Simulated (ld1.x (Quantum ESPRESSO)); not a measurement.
**Ranking RRKJ potentials for neon**

All share these settings but for the change named:

```json
{
 "Element": "Ne",
 "Generator": "ld1.x (Quantum ESPRESSO) 7.5",
 "Type": "norm-conserving RRKJ (Kleinman–Bylander form)",
 "Functional": "PBE",
 "Relativity": "scalar-relativistic",
 "Frozen core": "[He]",
 "Valence charge": "8",
 "Reference configuration": "2s2 2p5 (charge +1)",
 "Partial waves": "2s (bound): rc 0.70 bohr; 2p (bound): rc 1.20 bohr",
 "Local potential": "all-electron potential smoothed inside 0.70 bohr (lloc = -1)",
 "Core correction": "Bessel-smoothed model core, default radius (core density twice the valence density)",
 "rho0": "0.01"
}
```

Test errors are all-electron minus pseudo excitation energies from the reference, over 2s2 2p6; 2s2 2p4; 2s2 2p3; 2s1 2p6; 2s2 2p5.5; 2s2 2p2. None of these files shows a bound ghost.

The base gives 1546.7 meV.

Of 10 variants that were run, those that failed, showed a ghost or another fault, or gave nearly equal values are left out.

A variant can come out equal or close to the base, since the largest error may sit in a test that the change hardly touches while other tests move.

Rank these variants by their largest absolute test error, smallest first.
A. wave 2p (bound): rc 1.20 bohr becomes 2p (bound): rc 0.98 bohr
B. local potential the p channel
C. type ultrasoft; waves now 2s (bound): rcut 0.60, rcutus 0.70 bohr; 2s channel at 0.6 Ry: rcut 0.60, rcutus 0.70 bohr; 2p (bound): rcut 1.05, rcutus 1.20 bohr; 2p channel at 1.7 Ry: rcut 1.05, rcutus 1.20 bohr; local potential all-electron potential smoothed inside 1.10 bohr (lloc = -1); augmentation PSQ, radius 0.55 bohr; rho0 0
D. functional PBEsol
E. all radii but the core radius scaled by about 1.22 (s 0.86, p 1.46 bohr); local potential all-electron potential smoothed inside 0.86 bohr (lloc = -1)

C (122.2 meV), A (579.2 meV), B (844.0 meV), D (1529.5 meV), E (3667.7 meV).
